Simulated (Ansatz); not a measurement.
Total energies of GeMe3(NHMe) (C4H13GeN) from Ansatz at PBE0-D4/def2-TZVP, gas phase (1 Eh = 27.2114 eV = 2625.5 kJ/mol). The reference geometry is relaxed at B3LYP-D4/def2-SVP.

| atom | x (Å) | y (Å) | z (Å) |
| --- | --- | --- | --- |
| Ge1 | -0.2394 | 0.3664 | 0.0273 |
| C2 | -0.1391 | 0.2678 | 1.9858 |
| H3 | -0.9754 | -0.3293 | 2.3795 |
| H4 | -0.1894 | 1.2780 | 2.4217 |
| H5 | 0.8043 | -0.1964 | 2.3122 |
| C6 | 1.3183 | 1.3667 | -0.6612 |
| H7 | 1.3367 | 2.3884 | -0.2490 |
| H8 | 1.2819 | 1.4373 | -1.7596 |
| H9 | 2.2579 | 0.8666 | -0.3784 |
| C10 | -1.9082 | 1.2132 | -0.5636 |
| H11 | -1.9525 | 1.2706 | -1.6627 |
| H12 | -1.9806 | 2.2376 | -0.1664 |
| H13 | -2.7768 | 0.6380 | -0.2087 |
| N14 | -0.2999 | -1.3761 | -0.6061 |
| C15 | 0.8059 | -2.2907 | -0.3920 |
| H16 | -0.6821 | -1.4532 | -1.5460 |
| H17 | 1.7145 | -2.0904 | -1.0013 |
| H18 | 1.1201 | -2.2608 | 0.6649 |
| H19 | 0.5034 | -3.3337 | -0.5963 |

```json
{"state": "charge 0 singlet", "geometry": "reference", "energy (Eh)": "-2291.59883"}
{"state": "charge 1 doublet", "geometry": "reference", "energy (Eh)": "-2291.30058"}
{"state": "charge 1 doublet", "geometry": "relaxed at B3LYP-D4/def2-SVP", "energy (Eh)": "-2291.31982"}
{"state": "free Ge atom (triplet)", "geometry": "–", "energy (Eh)": "-2076.65516"}
{"state": "free C atom (triplet)", "geometry": "–", "energy (Eh)": "-37.80537"}
{"state": "free H atom (doublet)", "geometry": "–", "energy (Eh)": "-0.50104"}
{"state": "free N atom (quartet)", "geometry": "–", "energy (Eh)": "-54.54382"}
```

(1) Work out the vertical ionisation energy to the doublet.

(2) How much does the charge 1 doublet relax, and what is the adiabatic ionisation energy?

(3) What is the binding energy per atom against free atoms?

(1) E(charge 1 doublet) − E(charge 0 singlet) = -2291.30058 − (-2291.59883) = 0.29825 Eh = 8.12 eV. For comparison, −ε of the highest occupied level is 6.18 eV at this level, 1.94 eV less.

(2) Relaxation: -2291.30058 − (-2291.31982) = 0.01924 Eh = 0.52 eV. Adiabatic ionisation energy: 0.27901 Eh = 7.59 eV, without zero-point energy. 

(3) Atoms: 1 × (-2076.65516) + 4 × (-37.80537) + 13 × (-0.50104) + 1 × (-54.54382) = -2288.93398 Eh. Binding: -2288.93398 − (-2291.59883) = 2.66485 Eh = 72.51 eV, or 3.82 eV for each of 19 atoms (no zero-point energy, no counterpoise term).
